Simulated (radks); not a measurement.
Valence configurations of Pr2+ (all share [Xe]). All-electron calculation, non-relativistic Kohn-Sham, BLYP, spin-polarised, spherical densities, point nucleus; open shells are filled with parallel spins first (spin-orbit coupling, left out, can overturn this in heavy ions); relativity is left out, which matters for an element this heavy. Program: a radial shooting solver on a logarithmic mesh with Libxc functionals. Energies are relative to 4f3; eigenvalues in eV for spin up.

\begin{tabular}{lrrrrrr}
valence & E (eV) & moment (Bohr magnetons) & e(4f) & e(5d) & e(6p) & e(6s) \\ \hline
4f3 & 0.000 & 3 & -17.013 & - & - & - \\
4f2.5 5d0.5 & 2.006 & 3 & -19.896 & -14.839 & - & - \\
4f2 6s1 & 7.444 & 3 & -25.879 & - & - & -14.912 \\
4f1 5d1 6s1 & 18.316 & 3 & -32.802 & -19.304 & - & -15.552 \\
4f2 5d1 & 5.092 & 3 & -22.993 & -15.670 & - & - \\
4f2.5 6p0.5 & 4.514 & 3 & -21.704 & - & -10.875 & - \\
4f2 6p1 & 10.915 & 3 & -26.733 & - & -11.891 & - \\
4f1 5d2 & 14.894 & 3 & -29.698 & -17.308 & - & - \\
4f0.5 5d2.5 & 21.774 & 3 & -33.262 & -18.108 & - & - \\
4f0.5 5d1 6s1.5 & 28.424 & 2 & -38.111 & -21.132 & - & -16.253 \\
\end{tabular}

NIST lists [Xe] 4f3 as the ground configuration; this level of theory agrees among the configurations tried. The energies are those of spherical high-spin densities, not of single terms. Relativity is left out, which favours d and f over s occupation in heavy atoms.
